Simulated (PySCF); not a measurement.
A calculation to check before its numbers are used.

A core-ionisation job on C3H7B, SMILES `BCC=C`. Computed with delta-SCF UKS HF, pcX-2 on the ionised atom, pcseg-1 elsewhere, spin-free X2C in PySCF.

Driver input (Å, PBE0-D3(BJ)/def2-SVP geometry):

```
{"job": {"kind": "xps", "xc": "HF"}, "charge": 0, "multiplicity": 1}
B     -1.8098     0.2558     0.2204
C     -0.4969    -0.2540    -0.4366
C      0.7590    -0.2308     0.3686
C      1.9272     0.2663    -0.0409
H     -1.9236     0.3042     1.4250
H     -2.7706     0.5126    -0.4695
H     -0.3471     0.1106    -1.4657
H     -0.8356    -1.3154    -0.5699
H      0.6841    -0.6372     1.3856
H      2.0493     0.6892    -1.0436
H      2.8031     0.2750     0.6121
```

Output:

```
ground state, core basis on atom 0 (B), 122 functions
  cycle   1  E = -142.29535346  |g| = 3.38e-01
  cycle   2  E = -142.34142112  |g| = 1.01e-01
  cycle   3  E = -142.34519325  |g| = 4.37e-02
  cycle   4  E = -142.34578146  |g| = 7.87e-03
  cycle   5  E = -142.34580564  |g| = 1.90e-03
  cycle   6  E = -142.34580818  |g| = 6.30e-04
  cycle   7  E = -142.34580842  |g| = 1.59e-04
  E(ground) = -142.34580842 Eh
hole in B 1s of atom 0
  cycle   1  E = -134.73658857  |g| = 1.14e+00
  cycle   2  E = -134.92966763  |g| = 5.97e-01
  cycle   3  E = -135.10523924  |g| = 1.89e-01
  cycle   4  E = -135.12538168  |g| = 3.82e-02
  cycle   5  E = -135.12821242  |g| = 2.21e-02
  cycle   6  E = -135.12979091  |g| = 8.99e-03
  cycle   7  E = -135.13014088  |g| = 4.55e-03
  cycle   8  E = -135.13021358  |g| = 3.04e-03
  cycle   9  E = -135.13024688  |g| = 2.10e-03
  cycle  10  E = -135.13027153  |g| = 1.54e-03
  cycle  11  E = -135.13028604  |g| = 1.30e-03
  cycle  12  E = -135.13029984  |g| = 1.13e-03
  cycle  13  E = -135.13031222  |g| = 1.03e-03
  cycle  14  E = -135.13032197  |g| = 9.66e-04
  cycle  15  E = -135.13034097  |g| = 8.65e-04
  cycle  16  E = -135.13036811  |g| = 6.41e-04
  cycle  17  E = -135.13038637  |g| = 3.25e-04
  E(ion) = -135.13038637 Eh   <S^2> = 0.8115   hole on atom = 1.000   binding energy = 196.342 eV
ground state, core basis on atom 1 (C), 122 functions
  cycle   1  E = -142.35359159  |g| = 2.54e-02
  cycle   2  E = -142.35365751  |g| = 3.73e-03
  cycle   3  E = -142.35366108  |g| = 1.71e-03
  cycle   4  E = -142.35366193  |g| = 3.93e-04
  E(ground) = -142.35366193 Eh
hole in C 1s of atom 1
  cycle   1  E = -131.13142147  |g| = 1.50e+00
  cycle   2  E = -131.48467717  |g| = 7.64e-01
  cycle   3  E = -131.67893444  |g| = 1.11e-01
  cycle   4  E = -131.68415318  |g| = 2.67e-02
  cycle   5  E = -131.68468918  |g| = 1.49e-02
  cycle   6  E = -131.68507720  |g| = 8.07e-03
  cycle   7  E = -131.68523865  |g| = 2.98e-03
  cycle   8  E = -131.68526149  |g| = 1.75e-03
  cycle   9  E = -131.68527214  |g| = 1.51e-03
  cycle  10  E = -131.68528310  |g| = 1.45e-03
  cycle  11  E = -131.68529734  |g| = 1.42e-03
  cycle  12  E = -131.68536457  |g| = 1.27e-03
  cycle  13  E = -131.68549254  |g| = 1.04e-03
  cycle  14  E = -131.68548180  |g| = 5.23e-04
  cycle  15  E = -131.68549284  |g| = 3.51e-04
  E(ion) = -131.68549284 Eh   <S^2> = 0.8316   hole on atom = 1.000   binding energy = 290.296 eV
ground state, core basis on atom 2 (C), 122 functions
  cycle   1  E = -142.35601408  |g| = 2.67e-02
  cycle   2  E = -142.35608927  |g| = 4.48e-03
  cycle   3  E = -142.35609446  |g| = 1.94e-03
  cycle   4  E = -142.35609543  |g| = 3.31e-04
  E(ground) = -142.35609543 Eh
hole in C 1s of atom 2
  cycle   1  E = -131.11403406  |g| = 1.49e+00
  cycle   2  E = -131.40967332  |g| = 8.94e-01
  cycle   3  E = -131.67420994  |g| = 1.35e-01
  cycle   4  E = -131.68323991  |g| = 3.84e-02
  cycle   5  E = -131.68465358  |g| = 2.36e-02
  cycle   6  E = -131.68634687  |g| = 1.84e-02
  cycle   7  E = -131.68808976  |g| = 1.57e-02
  cycle   8  E = -131.68992169  |g| = 1.20e-02
  cycle   9  E = -131.69141114  |g| = 4.04e-03
  cycle  10  E = -131.69142511  |g| = 2.06e-03
  cycle  11  E = -131.69144689  |g| = 1.08e-03
  cycle  12  E = -131.69144950  |g| = 3.25e-04
  E(ion) = -131.69144950 Eh   <S^2> = 1.0478   hole on atom = 1.000   binding energy = 290.200 eV
ground state, core basis on atom 3 (C), 122 functions
  cycle   1  E = -142.35452990  |g| = 2.44e-02
  cycle   2  E = -142.35457721  |g| = 5.69e-03
  cycle   3  E = -142.35458369  |g| = 3.10e-03
  cycle   4  E = -142.35458593  |g| = 3.14e-04
  E(ground) = -142.35458593 Eh
hole in C 1s of atom 3
  cycle   1  E = -131.13016632  |g| = 1.49e+00
  cycle   2  E = -131.46207520  |g| = 8.43e-01
  cycle   3  E = -131.69467848  |g| = 1.16e-01
  cycle   4  E = -131.70168689  |g| = 3.48e-02
  cycle   5  E = -131.70280254  |g| = 2.03e-02
  cycle   6  E = -131.70393115  |g| = 1.22e-02
  cycle   7  E = -131.70457911  |g| = 8.32e-03
  cycle   8  E = -131.70500190  |g| = 4.16e-03
  cycle   9  E = -131.70512291  |g| = 1.65e-03
  cycle  10  E = -131.70513545  |g| = 7.09e-04
  cycle  11  E = -131.70513674  |g| = 2.83e-04
  E(ion) = -131.70513674 Eh   <S^2> = 0.8633   hole on atom = 1.000   binding energy = 289.786 eV
```

The program numbers atoms from 0.

Q: Do all binding energies of this run deserve the same trust?

A: No. Every hole passed the driver's convergence checks (|g| < 5e-4, core orbital emptied to over 0.9), but ⟨S²⟩ is 1.048 for C1s on atom 2 and 0.863 for C1s on atom 3, against 0.75 for a pure doublet, so the unrestricted ion state holds higher spin components.

Q: What would you do next?

A: Recompute such holes with a restricted open-shell or spin-projected scheme and compare; until then these binding energies are doubtful.

On one thread of an Arm Neoverse V2, on a shared host, this took 7.1 s wall and 0.46 GiB of memory at its peak.
